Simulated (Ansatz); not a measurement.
`C[O][GeH2][C]#N` + HI → `C[O][GeH2][I]` + `C#N`  (ligand exchange at a Ge–C bond)

Calculated with Ansatz (gas phase, PBE0-D4/def2-TZVP geometries, no zero-point term in ΔE). CCSD(T)/CBS is the MP2 limit (def2-TZVPP, def2-QZVPP) plus CCSD(T) − MP2 in def2-TZVPP, frozen cores. This one scheme is used for every species. Functionals use def2-TZVPP. Elements past krypton have def2 core potentials. For Ge, I outer-core shells are correlated without core-valence functions, which leaves a few kJ/mol of doubt a bond. Scalar relativity is left out up to krypton. Each species was taken in one conformer, which may not be the lowest.

| level | ΔE (kcal/mol) |
| --- | --- |
| BLYP-D4 | -14.9 |
| B2PLYP | -14.5 |

Task: What does CCSD(T)/CBS give? (An estimate is asked.)

Result: Ansatz gave: -15.3 kcal/mol. The listed levels differ from it by 0.4, 0.8 kcal/mol.

Task: What do rigid-rotor, harmonic-oscillator terms from PBE0-D4/def2-TZVP frequencies (298.15 K, 1 bar) make of the CCSD(T)/CBS value? (Best estimate.)

Result: Computed: ΔZPE = +2.1 kcal/mol, ΔH = -13.4 kcal/mol, ΔS = 6 J/(mol·K), ΔG = -13.9 kcal/mol. Modes under 50 cm⁻¹ make the entropy rough.

Largest T1 diagnostic among the species: 0.014.

The D4 term adds −0.7 kcal/mol with B3LYP and −0.4 kcal/mol with PBE0; it sums over pairs of atoms, weighted by their polarisabilities, and B3LYP, whose exchange is more repulsive, gets the larger term. At CCSD(T), def2-SVP lies +2.2 kcal/mol from the extrapolated value and def2-TZVPP +2.4 kcal/mol.

B3LYP here is the variant with VWN-RPA as its local correlation; programs differ in this.
